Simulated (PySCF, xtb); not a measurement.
C3H10OSi2, SMILES [SiH2](C=C)CO[SiH3]. The values are those of a single conformer.

Harmonic wavenumbers (cm⁻¹) from GFN2-xTB (xtb 6.7.1) at its own minimum, in rising order: 26, 43, 52, 106, 155, 178, 225, 300, 446, 512, 580, 594, 622, 672, 698, 747, 748, 768, 792, 801, 820, 841, 920, 1009, 1028, 1126, 1202, 1266, 1285, 1420, 1483, 1666, 2206, 2215, 2229, 2239, 2346, 2899, 2925, 3024, 3071, 3101.

What does PBE-D3(BJ)/def2-SVP run with PySCF give at its own minimum? (Estimate from the structure and the level; the computed values follow.)

29, 62, 73, 113, 145, 182, 230, 289, 478, 519, 598, 676, 692, 705, 716, 760, 797, 855, 895, 900, 916, 941, 947, 979, 1008, 1088, 1194, 1226, 1242, 1373, 1405, 1622, 2142, 2143, 2148, 2159, 2205, 2902, 2953, 3046, 3070, 3138. Paired by order, the mean absolute difference is 43 cm⁻¹ and the zero-point energies are 70.6 and 70.9 kcal/mol.
